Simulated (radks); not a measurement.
All-electron atom: the europium ion Eu2+ in [Xe] 4f7. All-electron calculation, Dirac Kohn-Sham, revPBE, spin-unpolarised, spherical densities, finite nucleus; open shells are shared between the two j in proportion to 2j + 1; Fermi nuclear charge, rms radius 5.1115 fm. Program: a radial shooting solver on a logarithmic mesh with Libxc functionals.

Unscreened Slater integrals over Kohn-Sham orbitals (hartree). Large and small components are both included.

integral            value
F0(4f7/2,4f7/2)   0.98250
F2(4f7/2,4f7/2)   0.44989
F4(4f7/2,4f7/2)   0.27907
F6(4f7/2,4f7/2)   0.19990
F0(4f7/2,4f5/2)   0.99028
F2(4f7/2,4f5/2)   0.45397
F4(4f7/2,4f5/2)   0.28170
G2(4f7/2,4f5/2)   0.45309
G4(4f7/2,4f5/2)   0.28118
G6(4f7/2,4f5/2)   0.20144
F0(4f7/2,5p3/2)   0.64707
F2(4f7/2,5p3/2)   0.22946
G2(4f7/2,5p3/2)   0.13141
G4(4f7/2,5p3/2)  0.098560
F0(4f7/2,5p1/2)   0.67746
G4(4f7/2,5p1/2)   0.11101
F0(4f5/2,4f5/2)   0.99820
F2(4f5/2,4f5/2)   0.45817
F4(4f5/2,4f5/2)   0.28442
F0(4f5/2,5p3/2)   0.64943
F2(4f5/2,5p3/2)   0.22807
G2(4f5/2,5p3/2)   0.12869
G4(4f5/2,5p3/2)  0.096851
F0(4f5/2,5p1/2)   0.68013
G2(4f5/2,5p1/2)   0.14658
F0(5p3/2,5p3/2)   0.54763
F2(5p3/2,5p3/2)   0.29486
F0(5p3/2,5p1/2)   0.56309
G2(5p3/2,5p1/2)   0.30033
F0(5p1/2,5p1/2)   0.58038
